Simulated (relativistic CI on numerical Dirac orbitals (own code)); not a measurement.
# Hyperfine structure of Sb XLVII, mass number 123

Calculated at this level of theory: Dirac-Coulomb-Breit CI, separate exchange-only KLI orbitals for each configuration, a model potential for QED, unscaled Slater integrals (own radial code, finite nucleus).

CI space (outside the closed core 1s2): 2s²2p, 2s2p², 2p³, 2p²3s, 2p²3p, 2p²3d, 2s²3s, 2s²3p, 2s²3d, 2s2p3s, 2s2p3p, 2s2p3d, 2s²4s, 2s²4p, 2s²4d, 2s²4f. Levels of other configurations are missing.

Nuclear spin I = 7/2, μ = 2.5457 μN, Q = -0.692 b (tables of Stone and Pyykkö). The electronic factors are computed for point nuclear moments, without core polarisation or the Bohr-Weisskopf and QED corrections.

```tsv
Level	E (10³ cm⁻¹)	A (GHz)	B (GHz)
2s²2p ²P°1/2	0.0	1210	
2s2p² ⁴P1/2	1208.1	3615	
2s²2p ²P°3/2	2249.7	191.4	-342
2s2p² ⁴P3/2	3091.1	965.5	-271
2s2p² ²D5/2	3335.2	1102	-205
2s2p² ²D3/2	3719.9	6.444	-228
2s2p² ²P1/2	3729.6	-1137	
2s2p² ⁴P5/2	5491.4	921.6	-136
```

Levels with J = 0, under 50 % of one LS term, or S terms without an open s electron are left out. Small factors come from cancelling terms and can be off by tens of per cent or more.

At this charge energies of transitions that change n are usually good to better than 1 %, and those within a shell (Δn = 0) to a few per cent.

Give the hyperfine levels of 2s²2p ²P°1/2 relative to its centre of gravity.

With K = F(F + 1) − I(I + 1) − J(J + 1), E = AK/2: F = 3: -2722, F = 4: 2117 GHz.

LS names give the leading component of a level, which can be under half, so a name can repeat, a term be missing and a line seem to break the LS rules.
